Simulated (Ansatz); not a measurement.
`FB(F)[SeH]` + CH₄ → `CB(F)[SeH]` + H–F  (formal exchange of groups at a B–F bond)

Isolated molecules relaxed with PBE0-D4/def2-TZVP in Ansatz; ΔE leaves out vibrations. CBS: MP2 limit from def2 TZ/QZ plus the TZ coupled-cluster correction, frozen cores. This one scheme is used for every species. Functionals use def2-TZVPP. B3LYP here is the variant with VWN-RPA as its local correlation; programs differ in this. HSE06 is defined as in plane-wave codes. For Se outer-core shells are correlated without core-valence functions, which leaves a few kJ/mol of doubt a bond. Scalar relativity is left out up to krypton. Each species was taken in one conformer, which may not be the lowest.

`FB(F)[SeH]`:

Cartesian coordinates in Å:
```
F 0.108 -1.288 1.320
B 0.169 -0.248 0.514
F 0.897 0.786 0.880
Se -0.811 -0.296 -1.161
H -0.363 1.045 -1.554
```

CH₄:

Z-matrix (Å, degrees):
```
C
H 1 1.090
H 1 1.090 2 109.5
H 1 1.090 2 109.5 3 -120.0
H 1 1.090 2 109.5 3 120.0
```

`CB(F)[SeH]`:

```xyz
8

C     0.743    0.084   -0.557
B    -0.761    0.080   -0.152
F    -1.683    0.350   -1.073
Se   -1.477   -0.289    1.623
H     1.009    1.073   -0.946
H     1.430   -0.166    0.250
H     0.900   -0.620   -1.381
H    -0.163   -0.511    2.236
```

H–F:

Cartesian coordinates in Å:
```
F 0.406 -0.164 0.141
H -0.406 0.164 -0.141
```

| level | ΔE (kJ/mol) | difference from CCSD(T)/CBS |
| --- | --- | --- |
| LDA (SPW92) | 132.6 | 2.4 |
| PBE-D4 | 131.4 | 1.2 |
| r2SCAN-D4 | 141.4 | 11.2 |
| B97M-V | 146.0 | 15.8 |
| PBE0-D4 | 131.7 | 1.5 |
| B3LYP-D4 | 140.6 | 10.4 |
| r2SCANh-D4 | 140.6 | 10.4 |
| r2SCAN0-D4 | 139.5 | 9.3 |
| HSE06-D4 | 131.8 | 1.6 |
| BHLYP-D4 | 143.8 | 13.6 |
| CAM-B3LYP-D4 | 144.1 | 13.9 |
| ωB97X-V | 138.2 | 8.0 |
| ωB97M-V | 138.3 | 8.1 |
| B2PLYP | 142.6 | 12.4 |
| PBE-QIDH | 134.3 | 4.1 |
| revPBE | 135.5 | 5.3 |
| BLYP | 146.8 | 16.6 |
| r2SCAN | 142.3 | 12.1 |
| PBE0 | 134.6 | 4.4 |
| B3LYP | 145.8 | 15.6 |
| r2SCANh | 141.5 | 11.3 |
| r2SCAN0 | 140.6 | 10.4 |
| HSE06 | 134.5 | 4.3 |
| BHLYP | 148.1 | 17.9 |
| CAM-B3LYP | 147.1 | 16.9 |
| LC-ωPBE | 136.6 | 6.4 |
| RPA@PBE/def2-TZVPP | 135.2 | 5.0 |
| HF/def2-SVP | 162.7 | 32.5 |
| MP2/def2-SVP | 156.1 | 25.9 |
| CCSD/def2-SVP | 156.7 | 26.5 |
| CCSD(T)/def2-SVP | 156.3 | 26.1 |
| HF/def2-TZVPP | 155.3 | 25.1 |
| MP2/def2-TZVPP | 133.1 | 2.9 |
| SCS-MP2/def2-TZVPP | 138.0 | 7.8 |
| CCSD(T)/def2-TZVPP | 135.4 | 5.2 |
| HF/def2-QZVPP | 155.6 | 25.4 |
| MP2/def2-QZVPP | 130.2 | 0.0 |
| HF/CBS(def2) | 155.6 | 25.4 |
| MP2/CBS(def2) | 127.9 | -2.3 |
| CCSD/CBS(def2) | 132.2 | 2.0 |
| CCSD(T)/CBS | 130.2 | 0 |

Largest T1 diagnostic among the species: 0.012.

Leaving LDA and LC-ωPBE aside and taking each functional with its dispersion term where it has one, the values, not all of them listed here, spread over 17.3 kJ/mol, from revPBE-D4 to B97M-V. At CCSD(T), def2-SVP lies +26.1 kJ/mol from the extrapolated value and def2-TZVPP +5.2 kJ/mol.
